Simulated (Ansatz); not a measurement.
```yaml
crystal:
  periodic: [false, false, false]
  atoms:
    - {symbol: Ga, position_ang: [0.696729, 1.110775, 0.623555]}
    - {symbol: H, position_ang: [2.321989, 1.308385, 0.841096]}
    - {symbol: H, position_ang: [-0.033270, 2.569904, 0.504037]}
    - {symbol: C, position_ang: [-0.261216, -0.242389, 0.315251]}
    - {symbol: C, position_ang: [-0.716806, -0.897001, -0.819901]}
    - {symbol: H, position_ang: [-1.352537, -0.110379, 0.995935]}
    - {symbol: H, position_ang: [0.092392, -1.171712, 1.453688]}
    - {symbol: H, position_ang: [-1.130209, -1.855450, -0.885841]}
    - {symbol: H, position_ang: [-1.078609, -0.198672, -1.644524]}
    - {symbol: H, position_ang: [0.657908, -1.187512, -1.359034]}
basis:
  gaussian: {orbitals: def2-SVP}
total_charge: 1
magnetization: {spin_polarized: false, initial_magnetization: 1}
hamiltonian: {xc: {name: BHLYP}}
```

```sh
$ ansatz run in.yaml --threads 4 --pin off --events-out ev --progress --plain --max-ram 3916MiB
```

Output, abridged:

```
Functional definition: BHLYP
977 factors; integrals over basis functions are off by at most 1.3e-3 eV
mean field evaluation 1: about -54525.8561 eV, gradient 7.3e1 eV
mean field evaluation 2: about -54525.8538 eV, gradient 7.3e1 eV
mean field evaluation 4: about -54539.6283 eV, gradient 1.1e1 eV
mean field evaluation 8: about -54540.3703 eV, gradient 1.5e0 eV
mean field evaluation 16: about -54540.3799 eV, gradient 7.3e-3 eV
mean field evaluation 32: about -54528.6371 eV, gradient 6.1e1 eV
mean field -54540.37994186 eV, -2004.3219940660 hartree, gradient 4.4e-5 eV, S^2 0.750000; 4 other end points of the search recorded, 0 dependent functions left out
reference -54540.38011548 eV, -2004.3220004465 hartree; 25, 24 occupied and 70, 71 virtual orbitals, 977 factors
Total energy: -54540.38011548 eV, -2004.3220004465 hartree
```

It took 2.8 s on 4 threads of Arm Neoverse V2 on a shared host.

With spin_polarized false and unpaired electrons the run is restricted open-shell.
